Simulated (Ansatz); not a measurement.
Born–Oppenheimer molecular dynamics of BCl₂HO (5 atoms, charge 0, multiplicity 1). It starts from a relaxed structure.

Theory: RKS r2SCANh-D4/def2-SVP in Ansatz.

```json
{
 "ensemble": "NVE (velocity Verlet)",
 "time step": "0.5 fs",
 "steps asked": "150",
 "starting velocities drawn for": "300 K",
 "seed": "20370"
}
```

Frames 2.5 fs apart, positions in Å, forces in eV/Å.

Velocities at 45.0 fs (Å/ps):

```
O -1.09 2.01 -3.06
B 1.40 -0.19 -3.36
Cl -1.08 -1.60 0.70
Cl 1.42 0.56 1.85
H -9.40 6.33 -4.95
```

```xyz
5
Properties=species:S:1:pos:R:3:forces:R:3 time_fs=45.0 energy_less_start_eV=0.071 T=118
O 0.790 0.661 0.378 -0.06 -1.25 0.79
B -0.098 -0.288 0.046 -0.12 -0.09 0.45
Cl -0.315 -1.663 1.151 0.18 0.31 -0.42
Cl -1.115 -0.164 -1.391 0.05 0.01 0.02
H 0.684 1.494 -0.044 -0.05 1.01 -0.84
5
Properties=species:S:1:pos:R:3:forces:R:3 time_fs=47.5 energy_less_start_eV=0.069 T=122
O 0.787 0.665 0.372 -0.21 0.54 -0.06
B -0.094 -0.289 0.039 -0.12 -0.17 0.66
Cl -0.318 -1.667 1.153 0.23 0.42 -0.50
Cl -1.112 -0.163 -1.387 -0.09 -0.01 -0.17
H 0.661 1.525 -0.074 0.18 -0.78 0.08
5
Properties=species:S:1:pos:R:3:forces:R:3 time_fs=50.0 energy_less_start_eV=0.073 T=112
O 0.783 0.670 0.365 -0.22 0.63 -0.14
B -0.092 -0.291 0.036 -0.10 -0.22 0.81
Cl -0.320 -1.669 1.153 0.27 0.49 -0.54
Cl -1.109 -0.162 -1.382 -0.18 -0.03 -0.32
H 0.648 1.520 -0.105 0.23 -0.87 0.19
5
Properties=species:S:1:pos:R:3:forces:R:3 time_fs=52.5 energy_less_start_eV=0.071 T=117
O 0.779 0.676 0.358 0.00 -1.13 0.80
B -0.090 -0.294 0.037 -0.08 -0.23 0.87
Cl -0.322 -1.672 1.153 0.29 0.51 -0.53
Cl -1.105 -0.160 -1.379 -0.23 -0.04 -0.38
H 0.647 1.473 -0.130 0.02 0.90 -0.75
5
Properties=species:S:1:pos:R:3:forces:R:3 time_fs=55.0 energy_less_start_eV=0.049 T=174
O 0.774 0.680 0.354 -0.06 -0.25 0.26
B -0.088 -0.298 0.043 -0.14 -0.15 0.73
Cl -0.323 -1.673 1.152 0.30 0.46 -0.44
Cl -1.103 -0.159 -1.375 -0.25 -0.08 -0.40
H 0.650 1.463 -0.190 0.16 0.02 -0.15
5
Properties=species:S:1:pos:R:3:forces:R:3 time_fs=57.5 energy_less_start_eV=0.055 T=160
O 0.769 0.682 0.351 -0.09 0.81 -0.52
B -0.088 -0.303 0.053 -0.23 0.02 0.45
Cl -0.323 -1.673 1.150 0.28 0.34 -0.29
Cl -1.100 -0.158 -1.373 -0.24 -0.12 -0.37
H 0.661 1.455 -0.259 0.27 -1.04 0.73
5
Properties=species:S:1:pos:R:3:forces:R:3 time_fs=60.0 energy_less_start_eV=0.033 T=216
O 0.764 0.687 0.346 0.09 -0.45 0.40
B -0.088 -0.308 0.066 -0.27 0.21 0.16
Cl -0.324 -1.673 1.147 0.26 0.20 -0.12
Cl -1.099 -0.157 -1.371 -0.18 -0.16 -0.28
H 0.687 1.397 -0.294 0.11 0.21 -0.16
5
Properties=species:S:1:pos:R:3:forces:R:3 time_fs=62.5 energy_less_start_eV=0.044 T=188
O 0.760 0.690 0.343 0.17 -0.99 0.91
B -0.090 -0.311 0.079 -0.31 0.42 -0.18
Cl -0.323 -1.673 1.144 0.22 0.03 0.08
Cl -1.097 -0.156 -1.370 -0.14 -0.20 -0.19
H 0.721 1.348 -0.337 0.06 0.74 -0.61
5
Properties=species:S:1:pos:R:3:forces:R:3 time_fs=65.0 energy_less_start_eV=0.057 T=153
O 0.756 0.691 0.342 0.30 0.36 -0.47
B -0.094 -0.313 0.092 -0.35 0.61 -0.53
Cl -0.323 -1.673 1.142 0.17 -0.14 0.27
Cl -1.096 -0.156 -1.369 -0.13 -0.24 -0.14
H 0.758 1.333 -0.405 0.01 -0.59 0.88
5
Properties=species:S:1:pos:R:3:forces:R:3 time_fs=67.5 energy_less_start_eV=0.063 T=137
O 0.753 0.692 0.340 0.40 0.10 -0.19
B -0.100 -0.311 0.101 -0.35 0.66 -0.73
Cl -0.322 -1.672 1.140 0.12 -0.23 0.39
Cl -1.094 -0.156 -1.368 -0.13 -0.25 -0.11
H 0.795 1.291 -0.431 -0.05 -0.28 0.65
5
Properties=species:S:1:pos:R:3:forces:R:3 time_fs=70.0 energy_less_start_eV=0.082 T=90
O 0.751 0.693 0.338 0.29 -1.05 1.30
B -0.108 -0.305 0.107 -0.31 0.56 -0.75
Cl -0.321 -1.673 1.138 0.09 -0.22 0.42
Cl -1.093 -0.157 -1.367 -0.15 -0.24 -0.12
H 0.831 1.239 -0.425 0.08 0.95 -0.86
5
Properties=species:S:1:pos:R:3:forces:R:3 time_fs=72.5 energy_less_start_eV=0.071 T=118
O 0.751 0.691 0.340 0.51 -0.13 0.18
B -0.117 -0.296 0.108 -0.24 0.37 -0.68
Cl -0.320 -1.673 1.137 0.06 -0.14 0.39
Cl -1.093 -0.157 -1.367 -0.22 -0.21 -0.19
H 0.869 1.230 -0.455 -0.11 0.11 0.31
```

Of the whole run (75 fs, mean temperature of the second half 147 K): The conserved energy stayed within 0.13 meV per atom of its start (net change 0.099 meV per atom), so the integration is sound. Over the second half the temperature averaged 0.49 of the 300 K drawn at the start: a run that starts near a minimum puts about half its kinetic energy into the potential. A run of 0.075 ps of so small a system gives no equilibrium averages.

Time of the run: 7.2 min on 1 thread of Arm Neoverse V2, on a shared host, peak memory 0.14 GiB.
